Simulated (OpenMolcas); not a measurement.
Mn²⁺: effect of the active space

* Program: OpenMolcas 26.06
* Method: CASSCF or its RAS form
* Basis: ANO-RCC-VDZP
* Scalar Hamiltonian: DKH2, point nucleus
* Spin-orbit coupling: RASSI with atomic mean-field integrals over the reference wave functions, term energies averaged over their components

A. 5 electrons in 5 orbitals (3d); 2S+1 = 6 even, 1 root; 2S+1 = 4 even, 24 roots; 2S+1 = 2 even, 75 roots; cost about 19 core-seconds
B. 5 electrons in 6 orbitals (3d 4s); 2S+1 = 6 even, 6 roots; 2S+1 = 4 even, 59 roots; 2S+1 = 2 even, 81 roots (67 in the spin-orbit step); cost of the order of 50 core-seconds
C. 5 electrons in 9 orbitals (RAS2 3d 4s; RAS3 4p, at most 2 electrons); 2S+1 = 6 even, 6 roots; 2S+1 = 4 even, 64 roots kept (CI in the orbitals of an earlier block); 2S+1 = 2 even, 88 roots kept (CI in the orbitals of an earlier block); 2S+1 = 6 odd, 15 roots; 2S+1 = 4 odd, 15 roots kept (CI in the orbitals of an earlier block); 2S+1 = 2 odd, 9 roots kept (CI in the orbitals of an earlier block, 0 in the spin-orbit step); cost about 80 core-seconds

Energies in eV above 3d5 6S 5/2, the measured ground level; measured values from Corliss and Sugar, J. Phys. Chem. Ref. Data 6, 1253 (1977).

| Level | A | B | C | Measured |
| --- | --- | --- | --- | --- |
| 3d5 6S 5/2 | 0.0000 | 0.0000 | 0.0000 | 0.0000 |
| 3d5 4G 5/2 | 3.9516 | 3.3324 | 4.2358 |  |
| 3d5 4G 7/2 | 3.9533 | 3.3349 | 4.2380 | 3.3302 |
| 3d5 4G 11/2 | 3.9537 | 3.3354 | 4.2384 | 3.3258 |
| 3d5 4G 9/2 | 3.9543 | 3.3363 | 4.2392 |  |
| 3d5 4P 5/2 | 4.5432 | 3.9469 | 4.8173 | 3.6163 |
| 3d5 4P 3/2 | 4.5481 | 3.9535 | 4.8227 |  |
| 3d5 4P 1/2 | 4.5537 | 3.9598 | 4.8287 |  |
| 3d5 4D 7/2 | 4.9151 | 4.3403 | 5.2571 | 4.0056 |
| 3d5 4D 1/2 | 4.9205 | 4.3470 | 5.2636 | 4.0132 |
| 3d5 4D 3/2 | 4.9249 | 4.3515 | 5.2679 |  |
| 3d5 4D 5/2 | 4.9260 | 4.3524 | 5.2688 | 4.0151 |
| 3d5 2I 11/2 | 5.6187 | 4.4576 | 6.0496 | 4.8570 |
| 3d5 2I 13/2 | 5.6228 | 4.4619 | 6.0546 | 4.8573 |
| 3d5 2D 5/2(1) [72 %] | 6.3231 | 5.1661 | 6.7420 | 5.1129 |
| 3d5 2D 3/2(1) | 6.3726 | 5.2200 | 6.7995 | 5.1540 |
| 3d5 2F 7/2(1) | 6.4909 | 5.3329 | 6.9280 | 5.2825 |
| 3d5 2F 5/2(1) [71 %] | 6.5502 | 5.3974 | 6.9968 | 5.3444 |
| 3d5 4F 9/2 | 6.6145 | 6.1413 | 7.0659 |  |
| 3d5 4F 7/2 | 6.6181 | 6.1200 | 7.0700 |  |
| 3d5 4F 5/2 | 6.6262 | 6.1174 | 7.0798 | 5.4142 |
| 3d5 4F 3/2 | 6.6301 | 6.1238 | 7.0844 | 5.4150 |
| 3d5 2H 9/2 | 6.8889 | 5.7342 | 7.3856 |  |
| 3d5 2H 11/2 | 6.9051 | 5.7517 | 7.4040 | 5.7864 |

Deviations, from unrounded energies. A percentage is the sum of absolute deviations over the sum of measured energies, with the sign that they share, or ± where signs differ.

```json
{"Against measurement": "mean absolute deviation (cm-1)", "Levels": "15", "A": "8000", "B": "2100", "C": "11000"}
{"Against measurement": "other terms of the ground configuration (%)", "Levels": "15", "A": "+21.3", "B": "±5.5", "C": "+29.8"}
```

B lies closest to measurement on these levels and C furthest from it. The largest miss of B in the table is 3d5 4F 3/2, by +5700 cm-1. The ranking rests on the paired levels alone, and a cruder setting can come out closer through cancelling errors.

The spin-orbit steps hold different terms of 3d5 (B lacks a 2D, 2P; C lacks a 2D, a 2G, 2P), which shifts levels as well.

Among A to C the level of the table that moves most is 3d5 2H 11/2, by 13000 cm-1 (lowest in B, highest in C).

Without dynamic correlation excited terms often stand tens of per cent too high (terms of higher spin than the ground term too low), and those without a measured partner can miss by more than the paired ones. Some high roots are left out of the spin-orbit mixing, which shifts the levels that they would mix with (holds for B; C). Terms from blocks run as CI alone lack orbitals of their own (holds for C). Measured partners are found by configuration, term and J. A level has none where our copy of the source lacks it or the pairing is in doubt (some pairs that miss far off the trend of their configuration count as doubtful), and it then counts in no deviation. Only configurations of the active space appear. The table leaves out levels that lie high or whose names do not pair safely across all columns.

A share in square brackets marks a mixed level and gives the weight of the term that names it, the lowest over the columns. A number in round brackets counts repeated terms of one configuration in the order of the reference energies.
